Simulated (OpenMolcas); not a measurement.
## Os VI: effect of the IPEA shift

```
Program             : OpenMolcas
Basis               : ANO-R2 [8s6p5d3f1g]
Scalar Hamiltonian  : X2C, finite nucleus
Active space        : 3 electrons in 5 orbitals (5d)
State averaging     : 2S+1 = 4 even, 10 roots; 2S+1 = 2 even, 40 roots
Spin-orbit coupling : state interaction with AMFI integrals over the reference wave functions, term energies averaged over their components
```

Methods on the same reference wave functions:
A. CASSCF
B. MS-CASPT2, IPEA 0 Eh, imaginary shift 0.1 Eh (closed shells correlated: 5s 5p)
C. MS-CASPT2, IPEA 0.25 Eh, imaginary shift 0.1 Eh (closed shells correlated: 5s 5p)

Energies in cm-1 above 5d3 4F 3/2, the measured ground level; measured values from the list in Brasseur, Palmeri and Quinet, Atoms 13, 11 (2025).

| Level | A | B | C | Measured |
| --- | --- | --- | --- | --- |
| 5d3 4F 3/2 | 0.0 | 0.0 | 0.0 | 0.0 |
| 5d3 4F 5/2 | 6077 | 6560 | 6510 | 6397 |
| 5d3 4F 7/2 | 11384 | 11640 | 11630 | 11444 |
| 5d3 4F 9/2 [55 %] | 15261 | 14830 | 14940 |  |
| 5d3 4P 1/2 [67 %] | 19403 | 16840 | 17120 | 16772 |
| 5d3 2G 7/2 | 24946 | 23050 | 23350 | 22920 |
| 5d3 2H 9/2 [55 %] | 25717 | 24460 | 24610 | 24028 |
| 5d3 4P 5/2 | 27106 | 25090 | 25280 | 24828 |
| 5d3 2P 1/2 [67 %] | 32688 | 29020 | 29380 | 28860 |
| 5d3 2H 11/2 | 34729 | 32670 | 32920 | 32156 |
| 5d3 2D 5/2(1) | 38181 | 34740 | 35290 | 34418 |
| 5d3 2G 9/2 [56 %] | 39222 | 37340 | 37630 | 37019 |
| 5d3 2P 3/2 [55 %] | 44257 | 40450 | 40790 | 40203 |
| 5d3 2F 5/2 | 45424 | 40380 | 40790 | 39601 |
| 5d3 2F 7/2 | 45926 | 41110 | 41540 | 40447 |
| 5d3 2D 3/2(2) | 68087 | 61690 | 62000 |  |
| 5d3 2D 5/2(2) | 68534 | 62530 | 62650 | 61005 |

Deviations, from unrounded energies. A percentage is the sum of absolute deviations over the sum of measured energies, with the sign that they share, or ± where signs differ.

| Against measurement | Levels | A | B | C |
| --- | --- | --- | --- | --- |
| mean absolute deviation (cm-1) | 14 | 3200 | 410 | 670 |
| fine structure of the ground term (%) | 2 | -2.1 | +2.0 | +1.7 |
| other terms of the ground configuration (%) | 12 | +10.9 | +1.3 | +2.3 |

B lies closest to measurement on these levels and A furthest from it. The largest miss of B in the table is 5d3 2D 5/2(2), by +1500 cm-1. The ranking rests on the paired levels alone, and a cruder setting can come out closer through cancelling errors.

Between B and C the level of the table that moves most is 5d3 2D 5/2(1), by 560 cm-1 (lowest in B, highest in C). Moves below CASPT2's spread within the term are not significant.

The mean deviations of B to C differ by less than CASPT2's widest spread within a term (740 cm-1), so their order carries little weight.

From A to B the spin-free energies of the other terms of 5d3 shown, above 4F, scale by factors of 0.74 to 0.86, as is usual when dynamic correlation screens the repulsion within a d or f shell.

The lowest spin-free term lies below A's lowest term by 0.245 hartree in B, 0.239 hartree in C.

CASPT2 does not keep the components of a term degenerate, so their means are used; among the terms shown or strongly mixed into the levels shown the widest spread is 740 cm-1 (5d3 4F, B). Without dynamic correlation excited terms often stand tens of per cent too high (terms of higher spin than the ground term too low), and those without a measured partner can miss by more than the paired ones (holds for A). Measured partners are found by configuration, term and J. A level has none where our copy of the source lacks it or the pairing is in doubt (some pairs that miss far off the trend of their configuration count as doubtful), and it then counts in no deviation. Levels of configurations outside the active space are missing. Levels that lie high or do not pair safely by name in every column are left out.

A share in square brackets marks a mixed level and gives the weight of the term that names it, the lowest over the columns. A number in round brackets counts repeated terms of one configuration in the order of the reference energies.
